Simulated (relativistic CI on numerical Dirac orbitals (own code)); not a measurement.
# Cu²⁺: K-alpha X-ray emission

Computed with this model: Dirac-Coulomb-Breit CI, separate exchange-only KLI orbitals for each configuration, model QED (radiative potential, 1s self-energy scaled to tabulated hydrogen-like ionisation energies), valence Slater integrals scaled by 0.9, multiplet model of X-ray emission after core ionisation; configurations [Ar] 3d9 → 1s 2s2 2p6 3s2 3p6 3d9 → [He] 2s2 2p5 3s2 3p6 3d9; 80 K; Lorentzian 1.26 eV and Gaussian 0.6 eV FWHM. Energies are those of the free ion, without screening or charge transfer. S is read from ⟨S²⟩ = S(S + 1).

Field parameters in Wybourne normalisation: Oh B⁴₀ = 21Dq, B⁴₄ = √(5/14) B⁴₀. The field is a parameter set, without covalency.

Computed curve for Oh, 10Dq = 8950 cm⁻¹, scaled to 100 at the maximum (points under 2 are left out and the grid is thinned):

(Energy (eV), Intensity): (8021.8, 2.1), (8022.4, 2.8), (8023.0, 4.2), (8023.6, 6.8), (8024.0, 9.9), (8024.6, 18.8), (8025.2, 37.9), (8025.8, 49.0), (8026.4, 36.5), (8027.0, 38.0), (8027.4, 35.6), (8028.0, 18.8), (8028.6, 9.0), (8029.2, 5.2), (8029.8, 3.4), (8030.4, 2.5), (8040.0, 2.0), (8040.4, 2.3), (8041.0, 2.9), (8041.6, 3.9), (8042.2, 5.7), (8042.8, 9.4), (8043.4, 17.5), (8043.8, 26.1), (8044.4, 40.8), (8045.0, 40.8), (8045.6, 33.3), (8046.2, 36.0), (8046.8, 54.9), (8047.4, 92.2), (8047.8, 99.0), (8048.4, 56.7), (8049.0, 25.0), (8049.6, 13.0), (8050.2, 7.9), (8050.8, 5.4), (8051.2, 4.3), (8051.8, 3.2), (8052.4, 2.5), (8053.0, 2.0)

The ground state has S = 0.50, and the centroid lies at 8039.89 eV.
